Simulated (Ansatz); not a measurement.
Consider the redistribution: `CC[Si]O[SiH3]` + `[CH3][Sc]([F])[Cl]` → `CC[Si]F` + `[CH3][Sc]([Cl])[O][SiH3]`.

Calculated with Ansatz (gas phase, PBE0-D4/def2-TZVP geometries, no zero-point term in ΔE). CBS: MP2 limit from def2 TZ/QZ plus the TZ coupled-cluster correction, frozen cores. DFT in def2-TZVPP. HSE06 is defined as in plane-wave codes. For Sc outer-core shells are correlated without core-valence functions, which leaves a few kJ/mol of doubt a bond. Scalar relativity is left out up to krypton. One conformer a species, not always the lowest.

| level | ΔE (kJ/mol) | difference from CCSD(T)/CBS |
| --- | --- | --- |
| LDA (SPW92) | 8.4 | 12.4 |
| BLYP-D4 | 10.3 | 14.3 |
| ωB97X-V | 6.4 | 10.4 |
| PBE | 5.2 | 9.2 |
| r2SCAN | 5.9 | 9.9 |
| HSE06 | 3.4 | 7.4 |
| CAM-B3LYP | 0.6 | 4.6 |
| RPA@PBE/def2-TZVPP | -0.5 | 3.5 |
| MP2/def2-TZVPP | 0.7 | 4.7 |
| HF/CBS(def2) | -5.7 | -1.7 |
| CCSD(T)/CBS | -4.0 | 0 |

Largest T1 diagnostic among the species: 0.014.

The D4 term adds +8.0 kJ/mol with B3LYP and +4.3 kJ/mol with PBE0; it sums over pairs of atoms, weighted by their polarisabilities, and B3LYP, whose exchange is more repulsive, gets the larger term. In def2-TZVPP, CCSD(T) changes the Hartree–Fock value by +5.8 kJ/mol (the triples alone add +1.3 kJ/mol) and MP2 by +5.9 kJ/mol.

B3LYP here is the variant with VWN-RPA as its local correlation; programs differ in this.
